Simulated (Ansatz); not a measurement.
Start from `C#C[Si](C)(Cl)Cl` and change one atom or group to get `C#C[SiH](Cl)Cl`.

Ansatz, PBE0-D4/def2-TZVP geometries, multiplicity 1. 

| property | `C#C[Si](C)(Cl)Cl` |
| --- | --- |
| LUMO energy (PBE0/def2-TZVPP) / eV | -0.57 |
| HOMO–LUMO gap (B3LYP/def2-TZVPP) / eV | 7.58 |
| LUMO energy (ωB97M-V/def2-TZVPP) / eV | 1.50 |
| HOMO energy (PBE0/def2-TZVPP) / eV | -8.61 |
| HOMO energy (B3LYP/def2-TZVPP) / eV | -8.34 |
| ideal-gas entropy at 298 K and 1 bar (rigid rotor, harmonic PBE0-D4/def2-TZVP) / J/(mol·K) | 378 |

Task: What does the change do to each property? (An estimate is asked.)

Result: The calculation gave: 
```json
{"property": "LUMO energy (PBE0/def2-TZVPP) / eV", "`C#C[SiH](Cl)Cl`": "-0.87", "shift": "-0.30"}
{"property": "HOMO–LUMO gap (B3LYP/def2-TZVPP) / eV", "`C#C[SiH](Cl)Cl`": "7.47", "shift": "-0.11"}
{"property": "LUMO energy (ωB97M-V/def2-TZVPP) / eV", "`C#C[SiH](Cl)Cl`": "1.18", "shift": "-0.32"}
{"property": "HOMO energy (PBE0/def2-TZVPP) / eV", "`C#C[SiH](Cl)Cl`": "-8.79", "shift": "-0.18"}
{"property": "HOMO energy (B3LYP/def2-TZVPP) / eV", "`C#C[SiH](Cl)Cl`": "-8.52", "shift": "-0.18"}
{"property": "ideal-gas entropy at 298 K and 1 bar (rigid rotor, harmonic PBE0-D4/def2-TZVP) / J/(mol·K)", "`C#C[SiH](Cl)Cl`": "343", "shift": "-35"}
```

With PBE0 the HOMO falls by 0.18 eV and the LUMO falls by 0.30 eV, so the gap narrows by about 0.12 eV. PBE moves the HOMO by -0.19 eV and ωB97M-V by -0.18 eV. The zero-point energy changes by -74.6 kJ/mol with -9 modes.

B3LYP here is the variant with VWN-RPA as its local correlation; programs differ in this.
